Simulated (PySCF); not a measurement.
**Question.** What does the GFN2-xTB structure of `CCC[C@@H]1O[C@H]1F` look like in three dimensions?

**Answer.** 
Z-matrix in Å and degrees, rows numbered from 1:
```
C 
C   1  1.5241
C   2  1.5299  1  112.59
C   3  1.5095  2  111.70  1   -65.90
O   4  1.4151  3  118.29  2   164.35
C   5  1.3662  4   63.32  3  -111.88
F   6  1.3571  4  118.87  5   105.38
H   1  1.0877  2  110.54  3   -58.46
H   1  1.0870  2  110.88  3    62.02
H   1  1.0870  2  110.21  3  -178.09
H   2  1.0917  1  109.48  3  -121.62
H   2  1.0914  1  109.35  3   120.58
H   3  1.0917  2  110.11  1    55.55
H   3  1.0922  2  109.62  1   174.09
H   4  1.0877  3  115.80  2   -55.58
H   6  1.0856  4  124.10  5  -106.41
```

Of the pairs four or more bonds apart, C4···H9 is among the closest relative to their van der Waals radii: 2.78 Å, 96 % of the sum of Bondi's values. The C–C distances run from 1.461 Å (C4–C6, drawn single) to 1.530 Å (C2–C3, drawn single), a spread of 0.069 Å. The 2 C–O bonds span 1.366 Å (O5–C6, drawn single) to 1.415 Å (C4–O5, drawn single), a spread of 0.049 Å. The 3-membered ring C4–O5–C6 has internal angles of 56.7° to 63.3°.

The geometry is computed with GFN2-xTB (gas phase).

Point group: C1 (no symmetry element, even within 0.4 Å). GFN2-xTB frequencies: not computed here. One conformer, not necessarily the lowest (C1–C2–C3–C4 -66°, C2–C3–C4–O5 164°).
